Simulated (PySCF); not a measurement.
W²⁺ (tungsten, charge +2): TPSSh calculation

Configuration: [Xe] 4f14 5d3 6p1, one real determinant (an excited configuration). Computed with PySCF 2.14 in aug-cc-pVTZ-PP with ECP60MDF (6s6p5d3f2g, 88 functions), with a scalar-relativistic core potential.

```json
{"Total energy": "-66.1197 hartree", "One-electron energy": "-103.0702 hartree", "Hartree (Coulomb) energy": "43.8881 hartree", "Exchange-correlation energy": "-6.9377 hartree", "⟨S²⟩": "6.0012", "⟨L²⟩": "14.014", "Sum of ⟨r⟩": "18.60 bohr", "Sum of ⟨r²⟩": "37.16 bohr²", "Traceless quadrupole moment −½Σ⟨3z² − r²⟩ along its main axis": "-5.14 e·bohr²"}
```

```
shell  electrons  mean orbital energy (hartree)  spread (hartree)  rms radius, mean of both spins (bohr)
 5s α          1                       -3.72149                 0                                   1.15
 5s β          1                       -3.65559                 0                                   1.15
 5p α          3                       -2.40551           0.01068                                   1.33
 5p β          3                       -2.31316           0.01691                                   1.33
 5d α          3                       -0.91861           0.00823                                   1.94
 6p α          1                       -0.56574                 0                                   3.55
```

⟨L²⟩ = 14.01 against 20 for a pure G term, so this real determinant mixes terms. Energies and moments cover only the electrons outside the core potential. Spin-orbit coupling, absent here, splits the open shell strongly.
